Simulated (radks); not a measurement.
Problem. All-electron atom: the tin ion Sn27+ in [Ne] 3s2 3p5 3d5 4f1 (not the ground configuration). Method: scalar-relativistic Kohn-Sham, B86b exchange with PBE correlation, spin-polarised, spherical densities, point nucleus; open shells are filled with parallel spins first (spin-orbit coupling, left out, can overturn this in heavy ions); computed with a radial shooting solver on a logarithmic mesh with Libxc functionals. Some entries of the table are withheld. Estimate them.

orbital  occ.  eigenvalue (eV)  <r> (bohr)
1s up       1        -30200.74     0.02905
1s down     1        -30198.84     0.02905
2s up       1        -5535.360      0.1249
2s down     1        -5519.357      0.1246
2p up       3        -5093.574      0.1090
2p down     3        -5080.615      0.1087
3s up       1        -1849.396      0.3194
3s down     1        -1825.656      0.3205
3p up       3        -1706.388      0.3130
3p down     2        -1682.126      0.3144
3d up       5        -1506.561      0.2818
3d down     0        -1479.579      0.2832
4s up       0        -892.1857         (1)
4s down     0        -880.6788         (2)
4p up       0        -836.5168         (3)
4p down     0        -825.0030         (4)
4d up       0        -759.3643      0.6357
4d down     0        -747.6629      0.6394
4f up       1        -687.4460         (5)
4f down     0        -674.2326         (6)
5f up       0        -431.6468       1.062

Solution. 
(1) 4s up <r> (bohr): 0.6357
(2) 4s down <r> (bohr): 0.6384
(3) 4p up <r> (bohr): 0.6435
(4) 4p down <r> (bohr): 0.6466
(5) 4f up <r> (bohr): 0.5864
(6) 4f down <r> (bohr): 0.5936
